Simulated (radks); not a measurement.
Q: The table gives one normalised radial function P(r) = r R(r) of S4+ in [Ne] 3s2 (r in bohr). All-electron calculation, non-relativistic Kohn-Sham, BLYP, spin-polarised, spherical densities, point nucleus. Program: a radial shooting solver on a logarithmic mesh with Libxc functionals.

| r | P |
|---|---|
| 0.004521 | 0.5239 |
| 0.005477 | 0.6252 |
| 0.006584 | 0.7383 |
| 0.007914 | 0.8687 |
| 0.009513 | 1.0178 |
| 0.01153 | 1.1942 |
| 0.01385 | 1.3830 |
| 0.01665 | 1.5897 |
| 0.02002 | 1.8110 |
| 0.02406 | 2.0410 |
| 0.02916 | 2.2806 |
| 0.03505 | 2.4966 |
| 0.04212 | 2.6826 |
| 0.05063 | 2.8190 |
| 0.06086 | 2.8846 |
| 0.07375 | 2.8560 |
| 0.08864 | 2.7207 |
| 0.1066 | 2.4764 |
| 0.1281 | 2.1348 |
| 0.1552 | 1.7062 |
| 0.1865 | 1.2719 |
| 0.2242 | 0.8647 |
| 0.2695 | 0.5268 |
| 0.324 | 0.2816 |
| 0.3925 | 0.1241 |
| 0.4718 | 0.0468 |
| 0.5672 | 0.0141 |
| 0.6817 | 0.0033 |
| 0.8195 | 0.0006 |
| 0.9929 | 0.0001 |
| 1.193 | 0.0000 |
| 1.435 | 0.0000 |
| 1.724 | 0.0000 |
| 2.089 | 0.0000 |
| 2.511 | 0.0000 |
| 3.019 | 0.0000 |
| 3.629 | 0.0000 |
| 4.362 | 0.0000 |

Which n and l does it have? It may be an empty orbital.

A: n = 1, l = 0: the number of nodes gives n - l - 1 = 0, the rise at small r (about r^(l+1)) gives l, and the extent must fit the shell. The curve is that of 1s. 1s: eigenvalue -2461.1 eV, 0 radial nodes, <r> = 0.0973 bohr, 90 % of the charge inside 0.174 bohr.
